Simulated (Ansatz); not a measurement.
Geometry optimisation, UKS r2SCAN-D4/def2-SVP in Ansatz.

The input (input.yaml):

```yaml
crystal:
  periodic: [false, false, false]
  atoms:
    - { symbol: Si, position_ang: [-0.666817, -0.186595, 0.01953] }
    - { symbol: "N", position_ang: [1.032729, 0.216871, 0.036173] }
    - { symbol: H, position_ang: [-0.563496, -1.163035, -1.018108] }
    - { symbol: F, position_ang: [-1.189411, -0.743757, 1.438393] }
    - { symbol: F, position_ang: [-1.691619, 1.016429, -0.307897] }
    - { symbol: H, position_ang: [1.497197, 0.919072, 0.602288] }
    - { symbol: H, position_ang: [1.581417, -0.058985, -0.770378] }
magnetization:
  spin_polarized: true
basis:
  gaussian: { orbitals: def2-SVP }
hamiltonian:
  xc: r2scan
  dispersion: d4
relax:
  f_tol: 0.03
  max_steps: 50
```

Launched with:

```bash
$ ansatz run input.yaml --threads 2 --pin off --max-ram 3072MiB --backend cpu --events-out ev --progress --plain --runs-dir out
```

Q: Where does it end, and by what steps?

A: It converged. After 5 steps the energy has fallen by 0.204 eV; H3 moved furthest, 0.26 Å.

| step | energy less start (eV) | largest force component (eV/Å) | accepted |
| --- | --- | --- | --- |
| 0 | 0.0000 | 2.100 | yes |
| 1 | -0.1728 | 1.038 | yes |
| 2 | -0.1973 | 0.191 | yes |
| 3 | -0.2006 | 0.149 | yes |
| 4 | -0.2039 | 0.079 | yes |
| 5 | -0.2044 | 0.019 | yes |

```xyz
7
Properties=species:S:1:pos:R:3
Si -0.603 -0.214 -0.022
N 1.028 0.236 0.030
H -0.803 -1.259 -1.042
F -1.092 -0.730 1.430
F -1.602 1.022 -0.333
H 1.408 0.931 0.664
H 1.664 0.015 -0.727
```

Whether the end is a true minimum wasn't checked by a vibrational analysis.

Run time: 9.4 s on 2 threads of Intel(R) Xeon(R) Platinum 8488C (Sapphire Rapids) (shared host), peak memory 0.22 GiB.
